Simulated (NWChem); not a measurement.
# C$_{2}$H$_{6}$AlBr; SMILES [CH3][Al]([CH3])[Br]

```xyz
10

Al     0.0000     0.0000     0.9264
Br     0.0000     0.0000    -1.3538
C      0.0043    -1.7443     1.7942
H     -0.9290    -2.2891     1.5707
H      0.0989    -1.6740     2.8894
H      0.8276    -2.3734     1.4171
C     -0.0043     1.7443     1.7942
H     -0.0989     1.6740     2.8894
H     -0.8276     2.3734     1.4171
H      0.9290     2.2891     1.5707
```
Atoms are numbered in this order, from 1.

The geometry was optimised at PBE0/def2-SVP.

Spin-orbit effects, on the heavy nuclei and on their neighbours, are missing.

### Question
Give the principal values of the shielding tensors (ppm) of Al1, Br2, C3 from LDA (Slater exchange, VWN5)/pcSseg-1, GIAO (NWChem), with their diamagnetic and paramagnetic parts as GIAO splits them.

### Answer
| atom | σ11 | σ22 | σ33 | isotropic | diamagnetic | paramagnetic |
|---|---|---|---|---|---|---|
| Al1 | 120.6 | 272.6 | 322.7 | 238.7 | 798.0 | -559.4 |
| Br2 | 1939.8 | 2596.1 | 2691.1 | 2409.0 | 3124.1 | -715.1 |
| C3 | 175.4 | 180.6 | 197.1 | 184.4 | 252.8 | -68.5 |
